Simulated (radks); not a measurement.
The numbers below are computed, except where a source is named.
Charge is removed step by step from the 2p3/2 level of Ru, starting from [He] 2s2 2p(1/2: 2, 3/2: 4) 3s2 3p6 3d10 4s2 4p6 4d7 5s1. Code: a radial shooting solver on a logarithmic mesh with Libxc functionals. Model: Dirac Kohn-Sham, PBE, spin-unpolarised, spherical densities, point nucleus; open shells fill j = l - 1/2 first.

\begin{tabular}{lrrr}
removed (e) & E - E(0) (eV) & eigenvalue (eV) & E minus straight line (eV) \\ \hline
0 & 0.000 & -2781.2 & 0.000 \\
0.25 & 698.78 & -2809.1 & -10.608 \\
0.5 & 1404.6 & -2837.3 & -14.198 \\
0.75 & 2117.5 & -2865.9 & -10.688 \\
1 & 2837.5 & -2894.7 & 0.000 \\
\end{tabular}

Removing the whole electron costs 2837.5 eV by Delta-SCF, against 2781.2 eV from minus the eigenvalue at the starting occupation. Slater's transition state (half an electron removed) gives 2837.3 eV. Integrating minus the eigenvalue over the occupation (Janak's theorem) gives 2837.5 eV. The mean slope of the eigenvalue, de/dn, is 114 eV per electron.
